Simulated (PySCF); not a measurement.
**1-bromo-4-ethynylbenzene (SMILES C#Cc1ccc(Br)cc1)**

Geometry (Å), atoms numbered from 1 in this order:
```xyz
14

C     4.263   -0.410    0.284
C     3.066   -0.231    0.203
C     1.656   -0.020    0.109
C     1.146    1.199   -0.367
C    -0.225    1.406   -0.460
C    -1.100    0.391   -0.076
Br   -2.960    0.668   -0.200
C    -0.617   -0.828    0.399
C     0.756   -1.029    0.490
H     5.323   -0.568    0.356
H     1.837    1.989   -0.666
H    -0.617    2.355   -0.830
H    -1.312   -1.615    0.697
H     1.143   -1.979    0.861
```

The calculation used PySCF, quadratic response CAM-B3LYP/aug-cc-pVDZ first hyperpolarisability, Taylor convention, gas phase. Geometry: PBE0-D3(BJ)/def2-SVP.

The calculation is non-relativistic, which matters for the atoms heavier than Zn.

Question: Give the tensor of the second harmonic β(−2ω;ω,ω) at 1064 nm in the axes of these coordinates.

Answer: In au, Taylor convention; rows are the first index (the induced dipole):
|  | xx | yy | zz | xy | xz | yz |
| --- | --- | --- | --- | --- | --- | --- |
| x | -459.3 | -0.7 | -4.9 | +71.7 | -31.9 | -1.0 |
| y | +71.0 | -1.9 | +0.2 | -4.1 | +1.3 | +1.1 |
| z | -31.6 | +1.0 | -0.4 | +1.4 | -3.1 | -0.2 |

Norm of βᵢ = ⅓ Σⱼ (βᵢⱼⱼ + βⱼᵢⱼ + βⱼⱼᵢ): 472.1 au, hyper-Rayleigh value 197.0 au.
